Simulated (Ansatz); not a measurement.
Reaction (formal exchange of groups at the Se–C bond): `C/N=C/[SeH]` + `C[SiH2]N` → `N[SiH2]C[SeH]` + `C=NC`

Program: Ansatz. Geometries: PBE0-D4/def2-TZVP. ΔE: electronic, gas phase. CCSD(T)/CBS is the MP2 limit (def2-TZVPP, def2-QZVPP) plus CCSD(T) − MP2 in def2-TZVPP, frozen cores. Functionals use def2-TZVPP. For Se outer-core shells are correlated without core-valence functions, which leaves a few kJ/mol of doubt a bond. Scalar relativity is left out up to krypton. Each species was taken in one conformer, which may not be the lowest.

Question: Is it downhill or uphill in electronic energy at CCSD(T)/CBS, and by how much? (Estimate.)

Answer: The calculation gave: Uphill: ΔE = +0.14 eV.

Question: What do these levels give: r2SCAN-D4, B2PLYP, CCSD/def2-TZVPP, CCSD(T)/def2-TZVPP, MP2/def2-QZVPP, CCSD/CBS(def2)? (An estimate is asked.)

Answer: The calculation gave: r2SCAN-D4 0.27, B2PLYP 0.23, CCSD/def2-TZVPP 0.14, CCSD(T)/def2-TZVPP 0.15, MP2/def2-QZVPP 0.17, CCSD/CBS(def2) 0.13 eV.

Largest T1 diagnostic among the species: 0.011.

The D4 term adds −0.06 eV with B3LYP and −0.03 eV with PBE0; it sums over pairs of atoms, weighted by their polarisabilities, and B3LYP, whose exchange is more repulsive, gets the larger term. From PBE to PBE0 (25 % exact exchange), in def2-TZVPP and without D4, ΔE moves by −0.05 eV.

B3LYP here is the variant with VWN-RPA as its local correlation; programs differ in this.
